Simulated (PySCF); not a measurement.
**Deuteron quadrupole couplings in `CCC1=C[P+]1(C)C`**

Species: C6H12P (charge +1).
Cartesian coordinates in Å at the GFN2-xTB level; atoms count from 1:
```xyz
19
C6H12P angstrom
C      2.4659    0.1713    0.5294
C      1.9174   -0.6013   -0.6708
C      0.4775   -0.8050   -0.5404
C     -0.5741   -1.6290   -0.5810
P     -1.0554    0.0106   -0.0733
C     -1.4987    0.2679    1.6713
C     -1.9744    1.0428   -1.2560
H      2.3338   -0.3993    1.4453
H      1.9547    1.1277    0.6336
H      3.5266    0.3598    0.3952
H      2.4076   -1.5732   -0.7658
H      2.1118   -0.0323   -1.5852
H     -0.8532   -2.6383   -0.7957
H     -0.9004   -0.3946    2.2947
H     -1.3109    1.3049    1.9504
H     -2.5577    0.0485    1.8136
H     -1.6668    0.7903   -2.2699
H     -1.7692    2.0959   -1.0611
H     -3.0443    0.8626   -1.1417
```

Level: PBE0/pcSseg-1 (PySCF, non-relativistic); Q(2H) = 0.00286 b; rigid geometry, the same for H and D, with no vibrational averaging.

Question: Rank these positions by the coupling χzz of a deuteron there, largest first.
A. H11 (methylene hydrogen)
B. H13 (vinylic hydrogen)
C. H9 (methyl hydrogen)
D. H16 (methyl hydrogen)

Answer: B (232 kHz), C (208 kHz), D (203 kHz), A (198 kHz).

Question: Tabulate Vzz, the asymmetry η and χzz = 234.96 MHz × Q × Vzz for every hydrogen position.

Answer: 
```
atom  bonded to  bond length (Å)  Vzz (au)     η  χzz (kHz)
  H8         C1            1.087    0.3103  0.03        209
  H9         C1            1.089    0.3089  0.04        208
 H10         C1            1.086    0.3121  0.03        210
 H11         C2            1.093    0.2945  0.04        198
 H12         C2            1.094    0.2933  0.04        197
 H13         C4            1.069    0.3459  0.00        232
 H14         C6            1.089    0.3048  0.04        205
 H15         C6            1.090    0.3027  0.04        203
 H16         C6            1.091    0.3016  0.04        203
 H17         C7            1.089    0.3039  0.04        204
 H18         C7            1.090    0.3022  0.04        203
 H19         C7            1.091    0.3013  0.04        202
```

Question: How does χzz go with the bond length over the 12 C–H bonds?

Answer: A straight-line fit has a slope of -13.9 kHz for each 0.01 Å, with a correlation coefficient of -0.99, over lengths from 1.069 to 1.094 Å. The longer bonds have the smaller couplings here.

Question: A static deuteron (I = 1) shows a doublet split by (3/2)χ, (3/4)χ(1 + η) and (3/4)χ(1 − η) with the field along z, y and x of the gradient. What are these for H9?

Answer: With |χ| = 207.6 kHz and η = 0.038: 311, 162 and 150 kHz, to first order and without motion.

One conformer (not necessarily the lowest) at the GFN2-xTB geometry, without solvent, vibrations or thermal averaging. GFN2-xTB bond lengths can be off by several hundredths of an ångström, more for odd bonds, and the gradients follow them. A larger basis could move these couplings by a tenth or more.
